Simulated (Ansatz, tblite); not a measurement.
Removing and adding an electron: MnO3Br (MnBrO3). Charge 0, multiplicity 1. Geometry: PBE0-D4/def2-SVP. Ansatz, gas phase; energy differences of separate SCF runs; the oxidised species was run as a doublet alone; the reduced species was run as a doublet alone.

Cartesian coordinates in Å:
```
Mn -0.109 0.030 -0.139
O 0.766 0.091 -1.397
O -1.102 -1.137 -0.200
O -0.821 1.364 0.117
Br 1.266 -0.348 1.619
```

The xTB rows come from tblite. HOMO above LUMO, or a gap near zero within one spin, warns that the state may not be the lowest or that an electron is smeared out.

Task: Estimate orbital energies and vertical ionisation energies and electron affinities at: GFN1-xTB; GFN2-xTB; PBE-D4/def2-TZVP; PBE-D4/def2-TZVPD; r2SCAN-D4/def2-TZVP; r2SCAN-D4/def2-TZVPD; PBE0-D4/def2-TZVP; PBE0-D4/def2-TZVPD.

Result: 
```json
{"level": "GFN1-xTB", "−HOMO (eV)": "15.76", "vertical IE (eV)": "19.86", "−LUMO (eV)": "13.85", "vertical EA (eV)": "9.85", "HOMO–LUMO gap (eV)": "1.91", "IE − EA (eV)": "10.01", "remarks": "–"}
{"level": "GFN2-xTB", "−HOMO (eV)": "13.50", "vertical IE (eV)": "16.99", "−LUMO (eV)": "11.13", "vertical EA (eV)": "7.79", "HOMO–LUMO gap (eV)": "2.37", "IE − EA (eV)": "9.21", "remarks": "–"}
{"level": "PBE-D4/def2-TZVP", "−HOMO (eV)": "7.99", "vertical IE (eV)": "11.27", "−LUMO (eV)": "5.90", "vertical EA (eV)": "–", "HOMO–LUMO gap (eV)": "2.09", "IE − EA (eV)": "–", "remarks": "gap within one spin near zero (+1 doublet), restricted SCF unstable in HF (singlet)"}
{"level": "PBE-D4/def2-TZVPD", "−HOMO (eV)": "8.02", "vertical IE (eV)": "–", "−LUMO (eV)": "5.93", "vertical EA (eV)": "2.73", "HOMO–LUMO gap (eV)": "2.09", "IE − EA (eV)": "–", "remarks": "HOMO above zero (-1 doublet), gap within one spin near zero (-1 doublet), restricted SCF unstable in HF (singlet)"}
{"level": "r2SCAN-D4/def2-TZVP", "−HOMO (eV)": "8.34", "vertical IE (eV)": "11.46", "−LUMO (eV)": "6.09", "vertical EA (eV)": "–", "HOMO–LUMO gap (eV)": "2.25", "IE − EA (eV)": "–", "remarks": "restricted SCF unstable in HF (singlet)"}
{"level": "r2SCAN-D4/def2-TZVPD", "−HOMO (eV)": "8.35", "vertical IE (eV)": "–", "−LUMO (eV)": "6.10", "vertical EA (eV)": "3.08", "HOMO–LUMO gap (eV)": "2.25", "IE − EA (eV)": "–", "remarks": "restricted SCF unstable in HF (singlet)"}
{"level": "PBE0-D4/def2-TZVP", "−HOMO (eV)": "9.26", "vertical IE (eV)": "11.45", "−LUMO (eV)": "5.29", "vertical EA (eV)": "–", "HOMO–LUMO gap (eV)": "3.97", "IE − EA (eV)": "–", "remarks": "restricted SCF unstable in HF (singlet), spin-contaminated (⟨S²⟩ 0.88) (+1 doublet)"}
{"level": "PBE0-D4/def2-TZVPD", "−HOMO (eV)": "9.27", "vertical IE (eV)": "–", "−LUMO (eV)": "5.30", "vertical EA (eV)": "3.67", "HOMO–LUMO gap (eV)": "3.97", "IE − EA (eV)": "–", "remarks": "restricted SCF unstable in HF (singlet)"}
```

Run but left out: HF/def2-SVP, MP2/def2-SVP, CCSD/def2-SVP, CCSD(T)/def2-SVP (flagged by the program: large difference).   A HOMO above zero means that the electron is unbound at that level or that self-interaction error raises the level; the energy of removing that electron tells which. Raw xTB energy differences between charge states are shifted by several eV; the methods need an empirical correction for them.
